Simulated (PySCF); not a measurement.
**Static response to an electric field**

C4H6O3S.
Structure used (PBE0-D3(BJ)/def2-SVP), in Å, numbered top down from 1:
```xyz
14
C4H6O3S angstrom
O      2.351   -1.252   -0.302
S      1.597   -0.022   -0.119
O      1.607    1.030   -1.108
O      2.093    0.633    1.289
C     -0.095   -0.430    0.290
C     -0.941   -0.802   -0.900
C     -1.765    0.243   -0.740
C     -1.032    0.799    0.457
H      2.722    0.008    1.681
H     -0.042   -1.143    1.127
H     -0.872   -1.633   -1.604
H     -2.653    0.587   -1.278
H     -1.582    0.815    1.411
H     -0.538    1.770    0.303
```

Level: CAM-B3LYP/def2-SVPD (PySCF), static field, nuclei fixed, core orbitals frozen in the response. The polarisability tensor in these axes (au):

```
x   83.27 -6.62  5.12
y   -6.62 70.26  3.09
z    5.12  3.09 67.98
```

Problem. What are the eigenvalues, a third of the trace, and Δα (Δα² = ½Σ(αi − αj)² over the three pairs)?

Solution. Principal values 62.64, 72.12 and 86.75 au; mean 73.84 au = 10.94 Å³ = 12.17 × 10⁻⁴⁰ C²·m²/J; Δα = 21.04 au (28 % of the mean).

Problem. What is the dipole moment, and where does it point?

Solution. (-3.04, -0.74, 2.67) D, 4.11 D in size, pointing from the negative to the positive side. Measured along this direction, the outermost atoms are O3 at the negative end and H13 at the positive end.

Problem. Molar refractivity from α?

Solution. Lorentz–Lorenz: R = (4π/3)N_A α = 2.5225 cm³/(mol·Å³) × 10.94 Å³ = 27.6 cm³/mol, in the limit of long wavelengths.

Problem. What would n − 1 = 2πNα be for an ideal gas of these molecules at 298.15 K and 1 atm, electronic part alone?

Solution. N = p/kT = 2.4615 × 10¹⁹ cm⁻³, so n − 1 = 2π × N × 10.94 × 10⁻²⁴ cm³ = 1692 × 10⁻⁶ at long wavelengths, for an ideal gas.

Problem. Give the principal axes and the span of the nuclei along them.

Solution. Largest value along (0.92, -0.33, 0.20), where the nuclei span 5.73 Å; middle along (0.12, 0.72, 0.68), 3.95 Å; least along (-0.37, -0.61, 0.70), 3.50 Å. The response follows the extents in order.

Geometry: PBE0-D3(BJ)/def2-SVP, one conformer, isolated molecule.
